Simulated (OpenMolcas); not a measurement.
A calculation on C³⁺.

| Quantity | Value |
| --- | --- |
| Program | OpenMolcas |
| Method | SS-CASPT2, IPEA 0.25 Eh, imaginary shift 0.1 Eh (closed shells correlated: 1s) |
| Basis | ANO-RCC-VQZP [5s4p3d2f1g] |
| Scalar Hamiltonian | DKH2, point nucleus |
| Active space | 1 electron in 4 orbitals (2s 2p) |
| State averaging | 2S+1 = 2 even, 1 root; 2S+1 = 2 odd, 3 roots |
| Spin-orbit coupling | state interaction with AMFI integrals over the reference wave functions, term energies averaged over their components |

(1) Which level of the active space comes out lowest?

(2) How high does 2p 2P* 1/2 lie?

(3) How high does 2p 2P* 3/2 lie?

Measured values: Moore, Selected Tables of Atomic Spectra, NSRDS-NBS 3, section 3.

Results:

(1) 2s 2S 1/2, with 100 % of that term; it is also the measured ground level.

(2) 64512 cm-1 above the lowest level; measured 64484 cm-1 above the ground level, so the calculation is off by 0 %.

(3) 64612 cm-1 above the lowest level; measured 64592 cm-1 above the ground level, so the calculation is off by 0 %.

With one active electron, CASPT2 adds the correlation within the correlated inactive shells and between them and that electron, and leaves the splitting within a term as the reference gives it. Measured partners are found by configuration, term and J. A level has none where our copy of the source lacks it or the pairing is in doubt (some pairs that miss far off the trend of their configuration count as doubtful), and it then counts in no deviation. Levels of configurations outside the active space are missing.

* marks odd parity.
